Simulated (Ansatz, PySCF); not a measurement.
Species: CH$_{4}$NO (charge +1, singlet). SMILES: [NH3+]C=O
Geometry: optimised at B3LYP-D3(BJ)/def2-TZVP (Ansatz, a program for electronic structure).

Wanted: vertical triplet-singlet gap, E(triplet) - E(singlet), in eV. Set-up: no dispersion term unless named; 6-31G* and kin with 6d, 5d where marked; non-relativistic; 6-311+G** with 5d; each state is the SCF solution reached for its charge and spin; open shells spin-unrestricted; frozen cores in correlated levels; spin-orbit terms left out. First-principles rows: single points at B3LYP-D3(BJ) geometries (Ansatz). Levels can end on unlike triplets.

```tsv
level	program	vertical triplet-singlet gap, E(triplet) - E(singlet) (eV)
PBE/6-31G*	Ansatz	4.74
B3LYP/STO-3G	Ansatz	4.66
B3LYP/6-31G*	Ansatz	4.67
B3LYP/6-311+G**	Ansatz	4.58
M06-2X/6-31G* (5d)	PySCF	4.86
MP2/6-31G*	Ansatz	5.39
MP2/6-311+G**	Ansatz	5.29
PBE/def2-TZVPD	Ansatz	4.59
PBE0/def2-TZVPD	Ansatz	4.46
wB97M-V/def2-TZVPD	Ansatz	4.70
```

No value to compare with is used here. The 7 habitual levels span 4.58 (B3LYP/6-311+G**) to 5.39 eV (MP2/6-31G*); PBE0/def2-TZVPD gives 4.46.

The levels are drawn from those run, B3LYP/6-31G* more often than the rest, none by its result; left out are runs that failed, that the program found above a lower state of the same kind, or whose <S^2> lies over 0.5 above the pure value.
